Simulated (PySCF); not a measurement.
**Basis and Hamiltonian dependence of the excitation energy of Mn²⁺**

Mn²⁺ [Ar] 3d5 (6S) → Mn²⁺ [Ar] 3d4 4s1 (6D). Calculated with PySCF 2.14 from differences of total energies of unrestricted determinants, without spin-orbit coupling. Values in eV.

```csv
basis,Hamiltonian,functions,UHF,PBE,PBE0,MP2 (valence),CCSD(T) (valence),CCSD(T) (valence and next inner shell)
aug-cc-pVDZ-DK,spin-free X2C,59,7.410,7.697,7.818,7.885,7.893,n/a
aug-cc-pVDZ,non-relativistic,59,7.857,8.152,8.274,8.335,8.344,n/a
ANO-RCC-VTZP,spin-free X2C,59,7.345,7.566,7.702,7.853,7.844,7.750
x2c-TZVPPall,spin-free X2C,64,7.392,7.734,7.842,7.896,7.893,7.826
def2-TZVPPD,non-relativistic,67,7.841,8.185,8.296,8.348,8.346,8.279
aug-cc-pVTZ,non-relativistic,93,7.683,7.931,8.058,8.169,8.157,n/a
aug-cc-pVTZ-DK,spin-free X2C,93,7.249,7.498,7.622,7.729,7.718,n/a
def2-QZVPPD,non-relativistic,100,7.692,7.974,8.096,8.198,8.188,n/a
dyall-av2z,non-relativistic,101,7.828,8.154,8.264,8.298,8.298,n/a
x2c-QZVPPall,spin-free X2C,103,7.252,7.536,7.655,7.753,n/a,n/a
aug-cc-pwCVTZ,non-relativistic,127,7.675,7.937,8.062,8.187,n/a,n/a
aug-cc-pwCVTZ-DK,spin-free X2C,127,7.241,7.505,7.627,7.748,n/a,n/a
aug-cc-pVQZ,non-relativistic,140,7.674,7.923,8.052,8.190,n/a,n/a
"aug-cc-pwCVTZ-DK with one added diffuse shell each of s, p, d, f, g type",spin-free X2C,152,7.240,7.503,7.625,7.747,n/a,n/a
```

Frozen in the all-electron rows: valence: [Ar]; valence and next inner shell: [Ne].

Non-relativistic rows lack the scalar-relativistic shift.
